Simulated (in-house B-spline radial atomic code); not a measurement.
Results of a calculation; reference values are marked as such.
## In ion on In atom: potential, deflection and energy transfer

The pair potential comes from two frozen, spherical free-atom densities (PBE, B-spline radial code, scalar-relativistic past argon): electrostatics plus the change in Thomas-Fermi kinetic and Dirac exchange energy where they overlap, the recipe behind the universal ZBL potential, which averages such potentials (from solid-state densities) over many pairs. It is written V = (Z1 Z2 e²/r) φ(r/a), with e² = 14.3996 eV·Å and a = 0.46850 Å/(Z1^0.23 + Z2^0.23); ZBL's fit is φ = 0.18175 e^(−3.1998x) + 0.50986 e^(−0.94229x) + 0.28022 e^(−0.4029x) + 0.02817 e^(−0.20162x). Where φ falls below 4e-4 it is continued as an exponential.

Masses 114.82 and 114.82 u.

| x = r/a | φ, this pair | φ, ZBL |
| --- | --- | --- |
| 0.1 | 0.8869 | 0.8928 |
| 0.5 | 0.6101 | 0.6096 |
| 1.5 | 0.2987 | 0.2995 |
| 3 | 0.1299 | 0.1292 |
| 5 | 0.05351 | 0.05224 |
| 8 | 0.01723 | 0.01705 |
| 12 | 0.004956 | 0.00474 |
| 17 | 0.001241 | 0.001212 |

**Question.** At x = 3 the electrostatic, kinetic and exchange parts are 6103.24, 9996.92 and -460.76 eV. Find r, V and φ.

**Answer.** a = 0.46850/(2.4476 + 2.4476) = 0.09570 Å, so r = 0.28711 Å. V = 6103.24 + 9996.92 + (-460.76) = 15639.40 eV. The bare repulsion is 49 × 49 × 14.3996/0.28711 = 120420 eV, so φ = 0.1299, +0.5 % against ZBL's 0.1292. The kinetic (Pauli) term is 64 % of V here.

**Question.** The ion comes in at 72.25 keV with impact parameter 0.1914 Å. The scattering integral gives a centre-of-mass angle of 57.31° and a closest approach of 2.829 a. What are the reduced energy, the energy passed on and the laboratory angles?

**Answer.** ε = E a M2/(Z1 Z2 e² (M1 + M2)) = 72250 × 1.3841e-06 = 0.1. The most that one collision can pass on is γE with γ = 4 M1 M2/(M1 + M2)² = 1.0000. Here T = γE sin²(θ/2) = 1.0000 × 72250 × 0.2299 = 16610 eV. The ion turns by arctan(sin θ/(cos θ + M1/M2)) = 28.7°, and the struck atom leaves at (180° − θ)/2 = 61.3°. The closest approach is 0.271 Å. With ZBL the angle would be 57.39° and T = 16660 eV.
